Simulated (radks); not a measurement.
Values are calculated unless marked as measured or tabulated.
Fractional charge and spin in the 4s shell of cobalt: the spin-up occupation runs from 0 to 1 and the spin-down occupation from 0 to 1; the fullest corner is Co, [Ar] 3d(up 3.5, down 3.5) 4s(up 1, down 1). Level of theory: scalar-relativistic Kohn-Sham, r2SCAN, spin-polarised, spherical densities, finite nucleus; meta-GGA in the generalised Kohn-Sham scheme; Fermi nuclear charge, rms radius of each element as measured or else 0.836 A^(1/3) + 0.57 fm (a radial shooting solver on a logarithmic mesh with Libxc functionals). Energy (eV) above the fullest corner. The planes named below are the two flat planes that join the four corners, with an edge along up + down = one added electron.

down \ up       0     0.5      1
0          25.471  16.213  8.581
0.5        16.213   9.134  3.578
1           8.581   3.578  0.000

Corners above the fullest one (they belong to Co+ and the next ion): (up 1, down 0) 8.581 eV, (up 0, down 1) 8.581 eV, (up 0, down 0) 25.471 eV. With half an added electron in each spin the energy lies 0.553 eV from the planes, and with half an added electron in spin up alone -0.813 eV. The planes are only a guide here: the flat-plane condition holds for ground states with one frontier orbital, while other shells are open and held unpolarised.
